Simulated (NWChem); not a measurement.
System: SiH₄TeO; SMILES [Te](O)[SiH3]

```xyz
7

Te     0.3434     0.5409    -0.0050
O     -1.6187     0.9866    -0.1449
H     -1.9303     1.0884     0.7639
Si    -0.0917    -1.9264     0.0184
H      1.2467    -2.5856     0.1127
H     -0.7873    -2.3516    -1.2301
H     -0.9247    -2.3021     1.1989
```
Atoms are numbered in this order, from 1.

Level: PBE0/def2-SVP with def2 effective core potentials on Te (NWChem), optimised geometry, unscaled harmonic frequencies. def2 effective core potentials on Te; no spin-orbit coupling.

List the harmonic frequencies with IR intensities, and the thermochemistry.


```json
[
 {"frequency (cm⁻¹)": "110", "IR intensity (km/mol)": "1.5"},
 {"frequency (cm⁻¹)": "119", "IR intensity (km/mol)": "0.7"},
 {"frequency (cm⁻¹)": "326", "IR intensity (km/mol)": "71.2"},
 {"frequency (cm⁻¹)": "336", "IR intensity (km/mol)": "13.5"},
 {"frequency (cm⁻¹)": "536", "IR intensity (km/mol)": "6.2"},
 {"frequency (cm⁻¹)": "548", "IR intensity (km/mol)": "6.3"},
 {"frequency (cm⁻¹)": "594", "IR intensity (km/mol)": "46.6"},
 {"frequency (cm⁻¹)": "876", "IR intensity (km/mol)": "339.9"},
 {"frequency (cm⁻¹)": "915", "IR intensity (km/mol)": "44.7"},
 {"frequency (cm⁻¹)": "945", "IR intensity (km/mol)": "56.2"},
 {"frequency (cm⁻¹)": "1019", "IR intensity (km/mol)": "46.2"},
 {"frequency (cm⁻¹)": "2225", "IR intensity (km/mol)": "74.7"},
 {"frequency (cm⁻¹)": "2240", "IR intensity (km/mol)": "84.7"},
 {"frequency (cm⁻¹)": "2250", "IR intensity (km/mol)": "75.3"},
 {"frequency (cm⁻¹)": "3861", "IR intensity (km/mol)": "96.8"}
]
```

```
Property                                                                            Value
-----------------------------------------------------------------------  ----------------
zero-point energy                                                           24.1 kcal/mol
thermal correction to the enthalpy at 298.15 K (with zero-point energy)     28.4 kcal/mol
heat capacity Cv                                                         18.2 cal/(mol K)
entropy at 298.15 K and 1 atm (symmetry number 1)                        78.7 cal/(mol K)
```

Rigid rotor and harmonic oscillator.
